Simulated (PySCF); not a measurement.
## Structure and norm of the vector part βᵢ = ⅓ Σⱼ (βᵢⱼⱼ + βⱼᵢⱼ + βⱼⱼᵢ) of the static first hyperpolarisability

Method used: quadratic response CAM-B3LYP/aug-cc-pVTZ first hyperpolarisability, Taylor convention, gas phase in PySCF 2.14.0. Geometry: PBE0-D3(BJ)/def2-TZVP.

Each molecule in one low-energy conformer.

The calculation is non-relativistic, which matters for the atoms heavier than Zn.

Task: How does the norm of the vector part βᵢ = ⅓ Σⱼ (βᵢⱼⱼ + βⱼᵢⱼ + βⱼⱼᵢ) of the static first hyperpolarisability change along this series?
- FCCCl (H on C replaced by CH2F)
- ClCBr (H on C replaced by Br)
- N#CCCCl (H on C replaced by CH2CN)
- ClCC(Cl)Cl (H on C replaced by CHCl2)
- FCCl (H on C replaced by F)

Result: 
```csv
molecule,static β vector norm (au),static β HRS (au),S1 (eV)
FCCCl,97,37,7.36
ClCBr,115,43,5.94
N#CCCCl,8,12,7.29
ClCC(Cl)Cl,21,10,7.07
FCCl,73,27,7.41
```
The norm of the vector part βᵢ = ⅓ Σⱼ (βᵢⱼⱼ + βⱼᵢⱼ + βⱼⱼᵢ) of the static first hyperpolarisability is lowest for N#CCCCl and highest for ClCBr.
